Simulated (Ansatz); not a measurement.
C3H6AlBr can be A, `C/C(Br)=[CH]\[AlH2]`, or B, `C/C=[C](\[AlH2])Br`.

Computed with Ansatz on PBE0-D4/def2-TZVP structures; ΔE is electronic, products minus reactants. CCSD(T)/CBS adds triple-zeta CCSD(T) − MP2 to the extrapolated MP2 energy (def2 sets, frozen cores). Double bonds are as drawn, so ΔE can hold a change between cis and trans. DFT in def2-TZVPP. B3LYP here is the variant with VWN-RPA as its local correlation; programs differ in this. For Br outer-core shells are correlated without core-valence functions, which leaves a few kJ/mol of doubt a bond. Scalar relativity is left out up to krypton.

Which is lower in electronic energy at CCSD(T)/CBS, and by how much? (Estimate.)

Ansatz gave: A, by 1.7 kcal/mol.

Give E(B) − E(A) in kcal/mol with B3LYP, r2SCAN-D4, CCSD/def2-TZVPP, CCSD(T)/def2-TZVPP, HF/def2-TZVPP, B3LYP-D4, MP2/def2-TZVPP. (Estimate.)

Ansatz gave: B3LYP 2.0, r2SCAN-D4 2.8, CCSD/def2-TZVPP 1.8, CCSD(T)/def2-TZVPP 2.0, HF/def2-TZVPP 0.9, B3LYP-D4 2.1, MP2/def2-TZVPP 2.9. None reverses the order clearly.

Largest T1 diagnostic: 0.010.

In def2-TZVPP, CCSD(T) changes the Hartree–Fock value by +1.1 kcal/mol (the triples alone add +0.2 kcal/mol) and MP2 by +2.0 kcal/mol.
